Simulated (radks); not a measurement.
Question: All-electron atom: Dy+ in [Xe] 4f9.5 5d0.5 6s1 (fractional occupations, a model configuration). All-electron calculation, scalar-relativistic Kohn-Sham, PBE, spin-unpolarised, spherical densities, finite nucleus; Fermi nuclear charge, rms radius 5.2218 fm. Program: a radial shooting solver on a logarithmic mesh with Libxc functionals. Some entries of the table are withheld. Estimate them.

orbital,occ.,eigenvalue (hartree),<1/r> (bohr^-1),<r> (bohr)
1s,2,-1971.979,74.55,0.02112
2s,2,-328.6950,17.33,0.08978
2p,6,-291.7164,16.09,0.07945
3s,2,-73.45691,6.376,0.2345
3p,6,(1),5.976,0.2334
3d,10,-47.49236,5.668,0.2121
4s,2,-14.82238,2.689,0.5297
4p,6,-11.08170,(2),0.5612
4d,10,-5.98491,2.176,(3)
5s,2,(4),1.025,1.292
5p,6,-1.22753,0.8559,1.525
4f,9.5,-0.45849,1.585,0.8429
6s,1,-0.33850,0.3449,3.640
5d,0.5,-0.27832,0.4931,2.655

Answer: 
(1) 3p eigenvalue (hartree): -62.10170
(2) 4p <1/r> (bohr^-1): 2.467
(3) 4d <r> (bohr): 0.6088
(4) 5s eigenvalue (hartree): -2.10686
